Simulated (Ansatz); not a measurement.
Sr₈O₈ (started as a model of: 1x4x4 SrO rock-salt block), relaxed as a singlet with RKS PBE-D4/def2-SVP in Ansatz, starting from a model built from a lattice or polyhedron. Force threshold 0.03 eV/Å.

In the def2 sets Sr takes a core potential; there is no spin–orbit coupling.

Start:

```xyz
16

Sr   -1.900   -0.873   -4.890
O    -1.048   -2.314   -3.009
Sr   -0.166   -3.766   -1.182
O     0.697   -5.210    0.662
O    -1.502    1.151   -3.477
Sr   -0.634   -0.281   -1.632
O     0.237   -1.751    0.217
Sr    1.105   -3.188    2.067
Sr   -1.099    3.185   -2.048
O    -0.255    1.735   -0.239
Sr    0.647    0.288    1.628
O     1.510   -1.157    3.470
O    -0.702    5.236   -0.668
Sr    0.171    3.764    1.198
O     1.025    2.317    3.021
Sr    1.915    0.865    4.880
```

**Question.** Estimate the energy that the relaxation releases and the steps that it takes.

**Answer.** 85.3 kcal/mol, in 19 steps; 4.4 min on 4 threads of Arm Neoverse V1 on a shared host. The force fell under the threshold at step 12, but the optimiser went on. No frequencies were taken in this run, so the end may be a saddle point.

**Question.** Does the start keep its bonding and symmetry?

**Answer.** By distances, no bond broke or formed, bridged metal pairs apart. The bond that changes most is O15–Sr16, from 2.52 to 2.19 Å (atoms count from 1). Metal–metal contacts that move far: Sr6–Sr8 5.02 to 4.41 Å, Sr1–Sr3 5.01 to 4.41 Å, Sr14–Sr16 5.00 to 4.40 Å, Sr9–Sr11 5.00 to 4.41 Å, Sr1–Sr9 5.02 to 4.46 Å, Sr8–Sr16 5.00 to 4.46 Å. Point group D2h at the start, Ci at the end, both within 0.05 Å.

**Question.** Predict the relaxed structure.

**Answer.** 
```xyz
16

Sr   -1.473   -0.779   -4.370
O    -1.179   -2.111   -2.652
Sr    0.428   -3.366   -1.346
O     0.572   -4.529    0.556
O    -1.537    0.964   -3.037
Sr   -1.478   -0.352   -0.982
O     0.261   -1.538    0.147
Sr    0.423   -2.900    2.077
Sr   -0.433    2.901   -2.070
O    -0.274    1.536   -0.146
Sr    1.472    0.348    0.974
O     1.530   -0.962    3.030
O    -0.551    4.532   -0.543
Sr   -0.426    3.365    1.354
O     1.188    2.110    2.644
Sr    1.477    0.781    4.364
```
Bond lengths (bridged metal pairs left out): 24 × O–Sr 2.19 to 2.44 Å.
